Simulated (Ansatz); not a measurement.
Which is lower?

Two relaxed structures of Si$_{2}$HF$_{2}$ (charge -1), singlet (PBE0-D4/def2-TZVPD; forces vanish, vibrations not checked).

A:

```xyz
5
angstrom
F -0.2254 -1.4463 2.0426
Si -0.0865 0.1662 1.6173
Si 0.0557 0.2919 -0.5866
F 0.0664 -0.6892 -1.9149
H 0.1898 1.6773 -1.1585
```

B:

```json
{"atom": "F1", "x (Å)": "1.3832", "y (Å)": "-0.8001", "z (Å)": "-1.4251"}
{"atom": "Si2", "x (Å)": "-0.6673", "y (Å)": "1.0815", "z (Å)": "0.6744"}
{"atom": "Si3", "x (Å)": "-0.0700", "y (Å)": "-0.2611", "z (Å)": "-0.9109"}
{"atom": "F4", "x (Å)": "-0.9952", "y (Å)": "-1.0669", "z (Å)": "-1.9918"}
{"atom": "H5", "x (Å)": "0.8674", "y (Å)": "1.1000", "z (Å)": "0.8517"}
```

Computed with Ansatz 0.2.0 (basis: def2-TZVPPD); correlated methods freeze the cores. B3LYP uses VWN-RPA correlation.

(1) Which structure is lower at CCSD(T), and by how much? (Judge from chemistry; the value comes from the calculation.)

T1 diagnostic: at most 0.018. The restricted Hartree–Fock reference is unstable towards an unrestricted one at one or more of these structures.

Results:

(1) Computed: B, by 10.76 kcal/mol (electronic energy, against the other). By their contacts, A is Si₂HF₂ ([F][Si][SiH][F]), total charge -1 and B is Si₂HF₂ ([F][Si]([F])[SiH]), total charge -1.

All methods give the same order:

```json
{"method": "PBE-D4", "E(B) − E(A) (kcal/mol)": "-9.58"}
{"method": "r2SCAN-D4", "E(B) − E(A) (kcal/mol)": "-11.23"}
{"method": "PBE0-D4", "E(B) − E(A) (kcal/mol)": "-10.60"}
{"method": "B3LYP-D4", "E(B) − E(A) (kcal/mol)": "-8.38"}
{"method": "wB97M-V", "E(B) − E(A) (kcal/mol)": "-10.61"}
{"method": "HF", "E(B) − E(A) (kcal/mol)": "-8.29"}
{"method": "MP2", "E(B) − E(A) (kcal/mol)": "-12.27"}
{"method": "CCSD", "E(B) − E(A) (kcal/mol)": "-10.47"}
{"method": "CCSD(T)", "E(B) − E(A) (kcal/mol)": "-10.76"}
```

Labels in which every atom is bracketed show which atoms are joined, not bond orders.

For scale, one of the runs: CCSD(T)/def2-TZVPPD, 193 basis functions, launched by `ansatz run in.yaml --threads 2 --pin off --events-out ev --progress --plain --max-ram 4352MiB`. Time: 48 s of wall clock on 2 CPU threads of an Arm Neoverse V2; the host was shared. Peak host memory: 2.1 GiB.
